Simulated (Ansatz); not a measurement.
Mulliken charges of CH4F2SSn (`C[S][SnH]([F])[F]`) from PBE/def2-TZVPP in Ansatz (PBE0-D4/def2-TZVP geometry).

```
atom   x (Å)   y (Å)   z (Å)  charge (e)
  C1  -1.217  -0.074   1.034      -0.270
  S2   0.035   1.238   0.843      -0.291
 Sn3   1.268   0.280  -0.914       1.106
  F4   1.770  -1.485  -0.377      -0.436
  F5   0.043  -0.132  -2.323      -0.437
  H6  -1.802  -0.191   0.123       0.146
  H7  -0.754  -1.018   1.315       0.146
  H8  -1.870   0.260   1.840       0.123
  H9   2.616   1.075  -1.557      -0.086
```

By hand: the dipole of these point charges (1 e Å = 4.8032 D).

Σ q r = (0.102, 0.438, 0.214) e Å, of length 0.498 e Å = 2.39 D.

How does the dipole of the full density compare? (Best estimate.)

Computed: (-0.029, 0.344, 0.263) e Å, 2.08 D; the point charges give 1.15 times that, at 19° from its direction.

Point charges leave out the atoms' own dipoles, such as those of lone pairs, and Mulliken's split depends on the basis, so the two needn't agree.
